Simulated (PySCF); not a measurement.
C₆H₁₀, SMILES CC1=CCCC1.

Coordinates come from a r2SCAN-D4/def2-SVP optimisation. The values are those of a single conformer.

Computed with PySCF with SMD-ωB97X/def2-SVP.

Solvation free energies are E(SMD) − E(gas) at the gas-phase geometry, for 1 M in both phases. In vacuum the dipole moment is 0.30 D.

Computed solvation free energies in water, ethanol, methanol:
```json
[
 {"solvent": "water", "ΔG(solv) (kcal/mol)": "1.0", "its non-electrostatic (CDS) part": "2.7", "dipole (D)": "0.49"},
 {"solvent": "ethanol", "ΔG(solv) (kcal/mol)": "-3.5", "its non-electrostatic (CDS) part": "-1.9", "dipole (D)": "0.48"},
 {"solvent": "methanol", "ΔG(solv) (kcal/mol)": "-3.3", "its non-electrostatic (CDS) part": "-1.7", "dipole (D)": "0.48"}
]
```
